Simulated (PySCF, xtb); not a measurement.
C₂H₇FSi₂, SMILES F[SiH2]/C=C/[SiH3]. The values are those of a single conformer.

Harmonic wavenumbers (cm⁻¹) from GFN2-xTB run with xtb at its own minimum, in rising order: 22, 79, 108, 129, 238, 276, 456, 527, 541, 569, 682, 717, 756, 768, 782, 785, 789, 804, 830, 1027, 1188, 1304, 1632, 2242, 2248, 2268, 2299, 2324, 3006, 3013.

### Question
What does B3LYP-D3(BJ)/def2-SVP in PySCF give at its own minimum? (The exact figures need the calculation; the answer reports its results.)

### Answer
61, 100, 135, 159, 258, 293, 542, 602, 653, 740, 751, 803, 824, 864, 922, 943, 950, 958, 966, 1046, 1191, 1303, 1635, 2215, 2218, 2231, 2239, 2247, 3096, 3110. Paired by order, the mean absolute difference is 70 cm⁻¹ and the zero-point energies are 46.3 and 48.7 kcal/mol.
